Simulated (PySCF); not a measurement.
TeFCl, SMILES F[Te]Cl.

The structure is a stationary point at B3LYP-D3(BJ)/def2-TZVP. The def2 effective core potentials stand for the cores of Te; spin–orbit coupling is left out.

These are ωB97X/def2-TZVPD in PySCF values and carry that method's errors.

Symmetry labels are those of the subgroup Cs that the program uses (full group Cs).

Computed valence orbital energies around the gap with their symmetry:
| orbital | symmetry | energy (eV) |
|---|---|---|
| HOMO−7 | A' | -20.89 |
| HOMO−6 | A' | -15.53 |
| HOMO−5 | A' | -15.03 |
| HOMO−4 | A" | -14.88 |
| HOMO−3 | A' | -12.94 |
| HOMO−2 | A" | -12.60 |
| HOMO−1 | A' | -12.27 |
| HOMO | A" | -8.99 |
| LUMO | A' | -0.80 |
| LUMO+1 | A' | -0.44 |
| LUMO+2 | A' | 1.45 |
| LUMO+3 | A" | 1.65 |
